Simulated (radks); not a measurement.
Excited configurations of S I: one electron is placed in a higher orbital outside [Ne] 3s2 3p3. The ground configuration is [Ne] 3s2 3p4. Calculated with a radial shooting solver on a logarithmic mesh with Libxc functionals: scalar-relativistic Kohn-Sham, PBE, spin-unpolarised, spherical densities, finite nucleus; Fermi nuclear charge, rms radius 3.2611 fm. Excitation = E - E(ground); binding = E(ion) - E, where the ion is the core of charge +1; n* = 1/sqrt(2 binding) in atomic units, and the quantum defect is n - n*.

4s: excitation (eV) 8.054; binding (eV) 3.715; n* 1.914; quantum defect 2.086; <r> (bohr) 5.805
4p: excitation (eV) 9.269; binding (eV) 2.500; n* 2.333; quantum defect 1.667; <r> (bohr) 7.647
4d: excitation (eV) 10.475; binding (eV) 1.294; n* 3.243; quantum defect 0.757; <r> (bohr) 13.87
5p: excitation (eV) 10.424; binding (eV) 1.344; n* 3.181; quantum defect 1.819; <r> (bohr) 15.40
5f: excitation (eV) 11.143; binding (eV) 0.626; n* 4.662; quantum defect 0.338; <r> (bohr) 29.54
6f: excitation (eV) 11.317; binding (eV) 0.452; n* 5.488; quantum defect 0.512; <r> (bohr) 44.32

The Delta-SCF ionisation energy is 11.769 eV (NIST Atomic Spectra Database: 10.360 eV, measured). Self-interaction in the functional shifts the binding energies and quantum defects, so they are the method's values and not measured ones. Spin polarisation and multiplet splitting are left out, so open shells lie too high by an amount that depends on their filling.

Beside tabulated values, note that spin-unpolarised runs miss the spin-polarisation part of the exchange energy of open shells.
